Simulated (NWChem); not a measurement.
# C2H3ClF2; SMILES ClC(C)(F)F

Problem. Give the equilibrium geometry at PBE-D3(BJ)/def2-SVP (NWChem) as a Z-matrix, with the point group.

Solution. point group Cs; any orientation.
```
C
F 1 1.3544
F 1 1.3544 2 107.26
C 1 1.5098 2 111.04 3 -121.49
H 4 1.1048 1 109.98 2 -60.10
H 4 1.1048 5 109.40 1 120.91
H 4 1.1077 5 109.48 6 119.97
Cl 1 1.8122 2 107.97 3 116.13
```
